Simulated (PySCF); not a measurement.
Electronic structure of Al (aluminium, neutral) at the TPSS level

Configuration: [Ne] 3s2 3p1, 2P determinant. All numbers are calculated (PySCF 2.14, the spin-free X2C one-electron Hamiltonian (Gaussian nucleus), in jorge-DZP-DKH).

```
Total energy                                                  : -242.8155 hartree
One-electron energy                                           : -337.2517 hartree
Hartree (Coulomb) energy                                      : 113.0651 hartree
Exchange-correlation energy                                   : -18.6289 hartree
⟨S²⟩                                                          : 0.7565
⟨L²⟩                                                          : 2.020
Sum of ⟨r⟩                                                    : 13.53 bohr
Sum of ⟨r²⟩                                                   : 31.89 bohr²
Traceless quadrupole moment −½Σ⟨3z² − r²⟩ along its main axis : -5.01 e·bohr²
Langevin diamagnetic susceptibility                           : -25.3 ×10⁻⁶ cm³/mol
Time after the integrals                                      : 0.29 s of wall time on 1 thread of Neoverse-V2 (shared host)
```

```json
{"shell": "1s α", "electrons": "1", "mean orbital energy (eV)": "-1517.7", "spread (eV)": "0", "rms radius, mean of both spins (bohr)": "0.139"}
{"shell": "1s β", "electrons": "1", "mean orbital energy (eV)": "-1517.6", "spread (eV)": "0", "rms radius, mean of both spins (bohr)": "0.139"}
{"shell": "2s α", "electrons": "1", "mean orbital energy (eV)": "-109.37", "spread (eV)": "0", "rms radius, mean of both spins (bohr)": "0.682"}
{"shell": "2s β", "electrons": "1", "mean orbital energy (eV)": "-109.31", "spread (eV)": "0", "rms radius, mean of both spins (bohr)": "0.682"}
{"shell": "2p α", "electrons": "3", "mean orbital energy (eV)": "-69.986", "spread (eV)": "0.145", "rms radius, mean of both spins (bohr)": "0.679"}
{"shell": "2p β", "electrons": "3", "mean orbital energy (eV)": "-69.911", "spread (eV)": "0.291", "rms radius, mean of both spins (bohr)": "0.679"}
{"shell": "3s α", "electrons": "1", "mean orbital energy (eV)": "-7.973", "spread (eV)": "0", "rms radius, mean of both spins (bohr)": "2.77"}
{"shell": "3s β", "electrons": "1", "mean orbital energy (eV)": "-7.219", "spread (eV)": "0", "rms radius, mean of both spins (bohr)": "2.77"}
{"shell": "3p α", "electrons": "1", "mean orbital energy (eV)": "-3.215", "spread (eV)": "0", "rms radius, mean of both spins (bohr)": "3.58"}
```

Densities and radii are taken from the X2C orbitals without a picture-change correction, which distorts them close to the nucleus.
